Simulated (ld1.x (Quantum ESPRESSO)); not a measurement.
Cs (Z = 55), ultrasoft: configuration errors across variants

| Property | Result |
| --- | --- |
| Element | Cs (Z = 55) |
| Generator | ld1.x (Quantum ESPRESSO) 7.5 |
| Type | ultrasoft |
| Functional | Wu–Cohen |
| Relativity | scalar-relativistic |
| Frozen core | [Kr] 4d10 |
| Valence charge | 9 |
| Reference configuration | 5s2 5p6 5d0 6s0.5 6p0.5 |
| Partial waves | 5s (bound): rcut 2.70, rcutus 3.30 bohr; 6s (bound): rcut 2.70, rcutus 3.30 bohr; 5p (bound): rcut 3.20, rcutus 4.40 bohr; 6p (bound): rcut 3.20, rcutus 4.40 bohr; 5d (bound, empty): rcut 3.10, rcutus 4.05 bohr; 5d channel at 0.65 Ry: rcut 3.10, rcutus 4.05 bohr |
| Local potential | all-electron potential smoothed inside 2.80 bohr (lloc = -1) |
| Core correction | Bessel-smoothed model core inside 3.20 bohr |
| Augmentation charge | PSQ, inside the norm-conserving radii |

All-electron excitation energies from the reference (eV): (1) 5s2 5p6 5d0 6s1 6p0 -0.656; (2) 5s2 5p6 5d0 6s0 6p0 3.080; (3) 5s2 5p6 5d0 6s0.5 6p0 0.761; (4) 5s2 5p6 5d1 6s0 6p0 0.975.

The overlap operator is not positive definite (basis up to 400 Ry) in “base”, “local potential all-electron potential smoothed inside 3.45 bohr (lloc = -1)”, “wave 5d channel at 0.65 Ry: rcut 3.10, rcutus 4.05 bohr becomes 5d channel at -0.1 Ry: rcut 3.10, rcutus 4.05 bohr”, “core correction Bessel-smoothed model core inside 2.64 bohr”, “waves 5d (bound): rcut 3.10, rcutus 4.80 bohr; 5d channel at 0.65 Ry: rcut 3.10, rcutus 4.80 bohr”. Such files are unfit for use, however small their errors in these radial tests.

2 further variants failed, have other tests or too few solved ones, and are left out.

Errors AE − PS in meV (a dash: test not solved or not reliable):

```tsv
change	(1)	(2)	(3)	(4)	bound ghosts
base	-576	-509	-553	-513	not determined (overlap not positive)
local potential all-electron potential smoothed inside 3.45 bohr (lloc = -1)	-593	-523	-569	-535	not determined (overlap not positive)
wave 5d channel at 0.65 Ry: rcut 3.10, rcutus 4.05 bohr becomes 5d channel at -0.1 Ry: rcut 3.10, rcutus 4.05 bohr	-576	-509	-553	-495	not determined (overlap not positive)
core correction Bessel-smoothed model core inside 2.64 bohr	-606	-538	-583	-539	not determined (overlap not positive)
waves 5d (bound): rcut 3.10, rcutus 4.80 bohr; 5d channel at 0.65 Ry: rcut 3.10, rcutus 4.80 bohr	-576	-509	-553	–	not determined (overlap not positive)
```

Give the same row for: waves 5s (bound): rcut 2.70, rcutus 3.94 bohr; 6s (bound): rcut 2.70, rcutus 3.94 bohr.

–, –, –, –; bound ghosts: not determined (overlap not positive). Its overlap operator is not positive definite in a basis up to 400 Ry (lowest eigenvalue s -0.05, p -1.53, d -1.34), so the file is unfit for use: the generalised eigenproblem breaks down once the basis is large enough, and its test numbers describe a broken file.
